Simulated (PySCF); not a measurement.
Species: C₅H₃F₂OS (charge -1).
SMILES with atom numbers: `[F:1][CH:2]([F:3])[c:4]1[cH:5][cH:6][o:7][c:8]1[S-:9]`

NICS = −σ at a ghost point: NICS(0) at the centroid of the ring atoms, NICS(1) 1 Å to either side along the normal of their mean plane, zz for the tensor component along that normal. Level: GIAO PBE0/pcSseg-1 (PySCF, non-relativistic, gas phase) on the GFN2-xTB geometry, one conformer.

Ring bond lengths (Å), with Mayer bond orders in brackets: C4–C5 1.419 (1.23), C5–C6 1.355 (1.61), C6–O7 1.363 (1.04), O7–C8 1.361 (1.00), C8–C4 1.395 (1.35).

Q: Give the NICS values of each ring in ppm.

A: 
| ring | type | NICS(0) | NICS(1), two faces | NICS(1)zz, two faces | rms pucker (Å) | centre to ring atoms, mean (Å) |
| --- | --- | --- | --- | --- | --- | --- |
| C4–C5–C6–O7–C8 | 5-membered ring with O; formal bonds all aromatic | -9.4 | -8.2 / -8.2 | -18.4 / -18.4 | 0.00 | 1.17 |

Q: What can be read from them?

A: 
- C4–C5–C6–O7–C8: mean NICS(1)zz -18.4 ppm, shielded.

Q: And the bond-length index? HOMA = 1 − mean of α(R − Ropt)² over the ring bonds, with Krygowski's 1993 parameters (CC: Ropt 1.388 Å, α 257.7 Å⁻²; CO: Ropt 1.265 Å, α 157.38 Å⁻²).

A: 
- C4–C5–C6–O7–C8: HOMA 0.30; the largest term is that of C6–O7, α(R − Ropt)² = 1.51.

Q: What field does 9.4 T along the ring normal induce along that normal at the first NICS(1) probe listed for ring C4–C5–C6–O7–C8, 1 Å off the ring?

A: NICSzz × B0 = -18.4 ppm × 9.4 T = -173 μT, against the applied field.

Q: How shielded are the nuclei of the rings and their hydrogens (means over atoms taken as equivalent)?

A: 
```
  atoms                        environment  σ isotropic (ppm)
     C4        substituted aromatic carbon               76.1
     C5                 aromatic CH carbon               73.0
     C6  aromatic CH next to a ring oxygen               55.7
     O7                  furan-type oxygen               22.9
     C8        substituted aromatic carbon               -1.7
H on C5                  aromatic hydrogen              25.47
H on C6                  aromatic hydrogen              25.22
```

Hardware: one thread, Intel Xeon at 2.60 GHz (x86_64), shared host with 128 logical CPUs at a one-minute load of 10. Cost: 23 s, 0.78 GiB resident at most. This is the whole shielding run at PBE0/pcSseg-1, SCF included.

Conformer computed: `[F:1][CH:2]([F:3])[c:4]1[cH:5][cH:6][o:7][c:8]1[S-:9]`: F1–C2–C4–C5 58°.
